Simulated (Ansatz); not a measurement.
`[CH3][Ti-]1([OH])([F])[O]C=CC=[O+]1` and `[Cl][Ga-]1([Cl])[O]C=CC=[O+]1` differ in one atom or group.

Ansatz, PBE0-D4/def2-TZVP geometries, multiplicity 1. Each molecule was computed in one conformer, which needn't be the lowest.

Scalar relativity is left out up to krypton.

| property | `[CH3][Ti-]1([OH])([F])[O]C=CC=[O+]1` |
| --- | --- |
| HOMO–LUMO gap (PBE0/def2-TZVPP) / eV | 5.26 |
| HOMO energy (PBE0/def2-TZVPP) / eV | -7.59 |
| HOMO energy (ωB97M-V/def2-TZVPP) / eV | -9.82 |
| LUMO energy (B3LYP/def2-TZVPP) / eV | -2.56 |
| zero-point energy (PBE0-D4/def2-TZVP) / kJ/mol | 285.2 |
| size of the dipole moment (PBE/def2-TZVPP) / D | 3.20 |

Task: Give the same properties after the change, and the shifts. (Estimate.)

Result: Computed: 
```
                                      property  `[Cl][Ga-]1([Cl])[O]C=CC=[O+]1`   shift
          HOMO–LUMO gap (PBE0/def2-TZVPP) / eV                             5.39    0.13
            HOMO energy (PBE0/def2-TZVPP) / eV                            -8.18   -0.59
         HOMO energy (ωB97M-V/def2-TZVPP) / eV                           -10.28   -0.46
           LUMO energy (B3LYP/def2-TZVPP) / eV                            -3.00   -0.44
zero-point energy (PBE0-D4/def2-TZVP) / kJ/mol                            160.8  -124.4
size of the dipole moment (PBE/def2-TZVPP) / D                             5.34    2.14
```

With PBE0 the HOMO falls by 0.59 eV and the LUMO falls by 0.46 eV, so the gap widens by about 0.13 eV. PBE moves the HOMO by -0.87 eV and ωB97M-V by -0.46 eV. The zero-point energy changes by -124.4 kJ/mol with -15 modes. Dipoles are sizes alone; their direction can turn.

B3LYP here is the variant with VWN-RPA as its local correlation; programs differ in this.
